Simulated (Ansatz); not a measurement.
Reaction (ligand exchange at a Ga–O bond): `[OH][Ga]([Br])[Br]` + HCl → `[Cl][Ga]([Br])[Br]` + H₂O

Program: Ansatz. Geometries: PBE0-D4/def2-TZVP. ΔE: electronic, gas phase. CCSD(T)/CBS is the MP2 limit (def2-TZVPP, def2-QZVPP) plus CCSD(T) − MP2 in def2-TZVPP, frozen cores. This one scheme is used for every species. Functionals use def2-TZVPP. For Br, Ga outer-core shells are correlated without core-valence functions, which leaves a few kJ/mol of doubt a bond. Scalar relativity is left out up to krypton. One conformer a species, not always the lowest.

`[OH][Ga]([Br])[Br]`:

Cartesian coordinates in Å:
```
O -0.751 0.527 -1.109
Ga 0.202 -0.293 0.134
Br 0.599 0.721 2.126
Br 1.000 -2.353 -0.316
H -1.051 1.398 -0.835
```

HCl:

```xyz
2

Cl   -0.451    0.422    0.166
H     0.451   -0.422   -0.166
```

`[Cl][Ga]([Br])[Br]`:

```xyz
4

Cl    2.000    0.343   -0.699
Ga    0.027    0.005   -0.009
Br   -0.475    0.370    2.162
Br   -1.552   -0.718   -1.454
```

H₂O:

Cartesian coordinates in Å:
```
O -0.261 -0.272 -0.099
H -0.285 0.665 -0.308
H 0.545 -0.393 0.407
```

```csv
species,B2PLYP energy (Eh)
`[OH][Ga]([Br])[Br]`,-7148.00296
HCl,-460.68739
`[Cl][Ga]([Br])[Br]`,-7532.29645
H₂O,-76.41329
```

Question: Work out ΔE.

Answer: ΔE = (-7532.29645) + (-76.41329) − (-7148.00296) − (-460.68739) = -0.01939 Eh = -50.9 kJ/mol. CCSD(T)/CBS gives -55.0 kJ/mol.

Largest T1 diagnostic among the species: 0.010.

In def2-TZVPP, CCSD(T) changes the Hartree–Fock value by +11.5 kJ/mol (the triples alone add +1.0 kJ/mol) and MP2 by +9.5 kJ/mol. From BLYP to BHLYP (50 % exact exchange), in def2-TZVPP and without D4, ΔE moves by −9.7 kJ/mol.
